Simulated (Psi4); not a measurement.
# Exact exchange and the HOMO–LUMO gap of BaO

The species is BaO (2 atoms), meant as a singlet with charge 0. SMILES: `[O][Ba]`. Geometry: relaxed at PBE0-D4/def2-TZVP.

The HOMO–LUMO gap y, in eV, basis def2-TZVP with a core potential; a is the functional's share of exact exchange. Programs: Psi4 1.11.

| functional | program | a | y (eV) |
| --- | --- | --- | --- |
| PBE | Psi4 | 0 | 1.86 |
| r2SCAN | Psi4 | 0 | 2.45 |
| TPSSh | Psi4 | 0.1 | 2.58 |
| B3LYP | Psi4 | 0.2 | 3.06 |
| PBE0 | Psi4 | 0.25 | ? |
| BHLYP | Psi4 | 0.5 | 4.91 |

Problem. Fit y = c + s·a to the known rows and predict PBE0.

Solution. 
1. Means of the 5 rows: a = 0.1600, y = 2.972.
2. Σ(Δa)² = 0.172, Σ(Δa·Δy) = 0.9474, so the slope is 0.9474/0.172 = 5.5081.
3. Intercept: 2.972 − (5.5081) × 0.1600 = 2.091. The largest residual of the fit is 0.36.
4. PBE0: 2.091 + (5.5081) × 0.25 = 3.47 eV.

The run gave 3.49 eV, so the prediction is off by -0.02 eV, within the largest residual. Exact exchange lowers occupied levels and raises empty ones. The rows mix families of semi-local functionals, which the line can't see.
